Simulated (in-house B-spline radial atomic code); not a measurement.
A calculation on Sm V (Sm4+) (an excited or competing configuration): its settings, and results tabulated from the run. Level of theory: scalar-relativistic (X2C) B97-1, spin-polarised, spherical fractional occupations, Fermi nucleus of rms radius 5.0819 fm; calculated with an all-electron radial atomic-structure program (B-spline basis).

In the input, 3d5,1 would mean five up and one down electron.

Command:
```bash
python run_scf.py task.json out
```
Settings (nuclear radius in fm, mass in u):
```
Z                62
configuration    1s2 2s2 2p6 3s2 3p6 3d10 4s2 4p6 4d5,4 4f3,1 5s2 5p6 6p1,0
hamiltonian      x2c
method           b97_1
spin_polarised   True
nucleus          fermi
rms_radius       5.0819
atomic_mass      151.91974
speed_of_light   137.035999084
```

Output (hartree, bohr):
```
 radial grid: 73 intervals, B-splines of order 8, outer radius 40.8511 bohr

 iter        energy (Eh)    residual
    1      -10388.210532    7.32e-01
    2      -10403.150730    8.12e-01
    3      -10416.223952    1.94e-01
    4      -10416.917954    6.00e-02
    5      -10416.962060    1.49e-02
    6      -10416.967883    7.86e-03
    7      -10416.969249    4.01e-04
    8      -10416.969252    7.77e-05
    9      -10416.969252    7.58e-06
   10      -10416.969252    5.88e-07

 total energy                    -10416.96925
 kinetic                           11300.1202
 electron-nucleus                 -25392.2493
 Hartree                            3910.3602
 exact exchange                      -48.3089
 exchange-correlation               -186.8914

 orbital      occ     eigenvalue          <r>       <r^2>       <1/r>       r_max
 1s up      1.000     -1717.4736    0.0220454 0.000671437     73.5215     0.01366
 1s down    1.000     -1717.4721    0.0220453 0.000671434     73.5215     0.01366
 2s up      1.000      -283.9095    0.0963503   0.0110218     16.9298     0.08202
 2s down    1.000      -283.8838    0.0963468    0.011021     16.9307     0.08202
 2p up      3.000      -253.8859    0.0850844  0.00885312     15.0711     0.06593
 2p down    3.000      -253.8634    0.0850799  0.00885217     15.0718     0.06593
 3s up      1.000       -64.7553     0.254463   0.0741241      6.0681      0.2338
 3s down    1.000       -64.7048     0.254323   0.0740365     6.07162      0.2337
 3p up      3.000       -55.2953     0.252733   0.0741314     5.54698      0.2289
 3p down    3.000       -55.2416      0.25256   0.0740217     5.55045      0.2289
 3d up      5.000       -42.3050     0.230888   0.0627107     5.21805      0.1876
 3d down    5.000       -42.2472     0.230721    0.062605     5.22063      0.1876
 4s up      1.000       -15.1325     0.574884     0.37284     2.52529       0.538
 4s down    1.000       -14.9838     0.574963    0.372937     2.52376      0.5379
 4p up      3.000       -11.9641     0.606079    0.417377     2.29183      0.5603
 4p down    3.000       -11.8074     0.606394    0.417838     2.28949      0.5602
 4d up      5.000        -7.4479     0.655855    0.497334     2.01835      0.5828
 4d down    4.000        -7.2483     0.657626    0.500306     2.01262       0.583
 4f up      3.000        -2.4453     0.794795    0.774746      1.5692      0.5844
 4f down    1.000        -2.2610     0.812028    0.814571     1.54686      0.5875
 5s up      1.000        -3.6477       1.3052     1.90389     1.03352       1.206
 5s down    1.000        -3.5980      1.31599     1.93494     1.02183       1.214
 5p up      3.000        -2.7466      1.46001       2.392    0.903603        1.33
 5p down    3.000        -2.7110      1.47354     2.43444    0.892283       1.341
 6p up      1.000        -1.0212      3.26594     11.8033    0.391174       3.103
```

Cost of the run: 0.28 s on 1 thread of Arm Neoverse V2 (shared host).

Caution: exact exchange at fractional occupations of open shells leaves self-interaction of up to several eV.

One-electron X2C: radii and densities carry no picture-change correction, so inner-shell <1/r> comes out high (for 1s by about 2 % at Z = 33, 5 % at 54, 10 % at 75, 30 % at 118) and <r> low.
